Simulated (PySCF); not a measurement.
Computed IR spectrum (relative IR intensity) of a molecule C₃H₃F₃. Coordinates come from a PBE0-D3(BJ)/def2-SVP optimisation. Other conformers were not sampled. Calculation: PBE0-D3(BJ)/def2-SVP run with PySCF 2.14.0. Frequencies are harmonic and unscaled.

ν (cm⁻¹): 495 (w), 624 (vw), 761 (w), 854 (w), 898 (w), 1019 (w), 1028 (m), 1086 (m), 1132 (w), 1223 (m), 1314 (vs), 1363 (s), 1384 (w), 1564 (s), 3190 (vw) (against the strongest line: vs over 80 %, s over 45 %, m over 15 %, w over 4 %, vw less)

Identify the compound among the candidates.
A. F[C@H]1CC1(F)F
B. C=C(F)C(F)F
C. F[C@H]1[C@H](F)[C@H]1F
D. F/C=C\C(F)F

A, F[C@H]1CC1(F)F
